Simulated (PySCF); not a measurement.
# Reading the logs of faulty runs: BCClH3Si

All numbers below are calculated, not measured. They come from PySCF 2.14.0, an open-source quantum chemistry program, on an isolated molecule that a program drew, which may never have been made. The molecule is BCClH3Si (charge 0, doublet), drawn as the SMILES string `[BH]C=[SiH]Cl`.

Each row is a Hartree-Fock (HF) and frozen-core CCSD(T) single point in the cc-pV(D+d)Z basis, meant for a local HF minimum. Run 1 is clean. Each other run has one planted mistake out of seven kinds, and not every kind appears here: one electron removed, one electron added, multiplicity raised by two, geometry at a saddle point, minimal basis STO-3G, one bond length entered in bohr, all coordinates scaled. The reference is restricted for singlets and unrestricted otherwise, and also for a bond in bohr. Adding or removing an electron swaps singlet and doublet. Electrons count all cores. HOMO and LUMO are orbital energies over both spins, the gradient is its largest component, and the lowest frequency (negative if imaginary) is given only where the gradient is small. Bond lengths are over the 6 bonds as drawn. T1 is the CCSD diagnostic: over 0.02 (restricted) or 0.045 (unrestricted) a single reference is doubtful.

Geometry of the clean run:
```xyz
7
BCClH3Si, angstrom
B    -2.1704   -1.3562    1.5431
C    -1.1024   -0.5937    1.1091
Si   -1.1302   -0.1901   -0.6833
Cl    0.5605   -0.8897   -1.6922
H    -3.1048   -2.0061    1.8360
H    -0.3009   -0.2139    1.7314
H    -2.3161   -0.8071   -1.3234
```

```
run  electrons  basis functions  <S^2>  HOMO (eV)  LUMO (eV)  gradient (hartree/bohr)  lowest frequency (cm^-1)  mean bond (Å)  longest bond (Å)      T1  HF (hartree)  CCSD(T) (hartree)                          mistake
  1         45               89  0.770      -8.49       1.11                  3.0e-05                        98         1.5083             2.089  0.0184    -812.70985         -813.19203                         no fault
  2         45               89  1.062      -8.38      -0.67                  2.1e-02                         -         1.8182             3.948  0.0488    -812.60774         -813.08412  one bond length entered in bohr
  3         45               89  0.777      -8.64       0.85                  2.0e-02                         -         1.5626             2.165  0.0199    -812.70145         -813.18790                                ?
  4         45               89  3.770      -6.66      -0.56                  9.0e-02                         -         1.5083             2.089  0.0160    -812.61054         -813.05785                                ?
```

**Which mistake was planted in run 3, and what did it cost?**

The mean and the longest bond both change by the same factor, 1.036, and the gradient is no longer small. So the mistake is: all coordinates scaled. Subtracting run 1 and multiplying by 627.51 kcal/mol a hartree, the energy moved by 5.3 kcal/mol in HF and 2.6 kcal/mol in CCSD(T).

**Which mistake was planted in run 4, and what did it cost?**

Electrons, basis and geometry are unchanged, and <S^2> is 3.770, beside S(S+1) = 3.75 for a multiplicity of 4. So the mistake is: multiplicity raised by two. Subtracting run 1 and multiplying by 627.51 kcal/mol a hartree, the energy moved by 62.3 kcal/mol in HF and 84.2 kcal/mol in CCSD(T).

Cautions from the logs. Run 2: T1 is over the limit, so its CCSD(T) energy is less reliable.
